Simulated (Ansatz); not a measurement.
System: CH$_{9}$Si$_{3}$, charge 0, multiplicity 2. It need not be the lowest isomer of its formula. SMILES: C[Si]([SiH3])[SiH3]
Geometry: optimised at B3LYP-D3(BJ)/def2-TZVP (Ansatz, a program for electronic structure).

Parts of the frozen-core correlation energy in cc-pV(T+d)Z (Ansatz, hartree). Frozen orbitals: 16; correlated occupied orbitals by spin: 13 and 12; virtual: 244 and 245. UHF or UKS for open shells. No spin-orbit coupling. Non-relativistic.

```json
[
 {"term": "reference (HF)", "value": "-909.93483"},
 {"term": "MP2 opposite-spin", "value": "-0.44313"},
 {"term": "MP2 same-spin", "value": "[?]"},
 {"term": "CCSD correlation", "value": "[?]"},
 {"term": "(T)", "value": "[?]"},
 {"term": "T1 diagnostic", "value": "0.014"},
 {"term": "largest doubles amplitude", "value": "0.020"},
 {"term": "<S^2> of the reference", "value": "0.762"}
]
```

Task: What belongs in the gaps?

Result: 
- MP2 same-spin, value: -0.09551
- CCSD correlation, value: -0.61370
- (T), value: -0.02291
